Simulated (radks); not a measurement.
Spin polarisation of the 5p1 shell in In. Start: [Kr] 4d10 5s2 5p(up 0.5, down 0.5); electrons of 5p are moved from spin down to spin up, other shells keep equal spins. Method: non-relativistic Kohn-Sham, PBEsol, spin-polarised, spherical densities, point nucleus; computed with a radial shooting solver on a logarithmic mesh with Libxc functionals.

moment (Bohr magnetons)  E - E(0) (eV)  e(5p up) (eV)  e(5p down) (eV)  5s down minus up (eV)  4d down minus up (eV)
0                                0.000         -2.605           -2.605                  0.000                  0.000
0.25                            -0.011         -2.685           -2.516                  0.152                  0.016
0.5                             -0.042         -2.757           -2.418                  0.305                  0.033
0.75                            -0.095         -2.821           -2.309                  0.459                  0.050
1                               -0.171         -2.877           -2.184                  0.615                  0.067

At moment 1 the spin-polarisation energy is -0.171 eV and the 5p exchange splitting 0.693 eV, that is 0.693 eV per Bohr magneton; E = -I m^2/4 would give I = 0.682 eV.
